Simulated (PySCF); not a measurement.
C₂H₆BFN₂. Atoms are numbered in the order given.

```xyz
12

C      1.8857     0.6189    -0.0460
C      0.7885    -0.1252     0.1354
F      0.9548    -1.3761     0.6542
B     -0.7275     0.2221    -0.1668
N     -1.6682    -0.7897     0.1265
N     -1.0779     1.4853    -0.7007
H      1.8035     1.6260    -0.4597
H      2.8801     0.2426     0.2109
H     -1.3658    -1.6767     0.5072
H     -2.6664    -0.7122    -0.0130
H     -2.0286     1.7579    -0.9122
H     -0.4008     2.2063    -0.9044
```
Charge 0, spin multiplicity 1.

Geometry optimised at r2SCAN-D4/def2-SVP. The structure was generated by enumeration, and PubChem lists no compound with its InChIKey, so it may never have been made. One conformer was computed; it need not be the lowest.

Method: PBE/pcSseg-1 (PySCF).

GIAO shieldings, no solvent; atoms listed in one row are averaged. δ = σ(ref) − σ: ¹³C against TMS (σ = 182.0 ppm); ¹⁹F against CFCl3 (σ = 133.6 ppm); ¹¹B against BF3 (σ = 83.9 ppm); ¹⁵N against NH3 (σ = 267.0 ppm); ¹H against TMS (σ = 31.49 ppm), references at their B3LYP-D3(BJ)/def2-TZVP geometries, non-relativistic.

Problem. Estimate the chemical shifts. (The exact figures need the calculation; the answer reports its results.)

Solution. 
```csv
nucleus,atoms,count,δ (ppm)
¹³C,C2,1,183.3
¹³C,C1,1,103.3
¹⁹F,F3,1,-123.5
¹¹B,B4,1,8.4
¹⁵N,N5,1,71.1
¹⁵N,N6,1,63.3
¹H,H8,1,5.42
¹H,H7,1,4.97
¹H,H9,1,3.17
¹H,H12,1,2.51
¹H,H10,1,2.29
¹H,H11,1,2.17
```
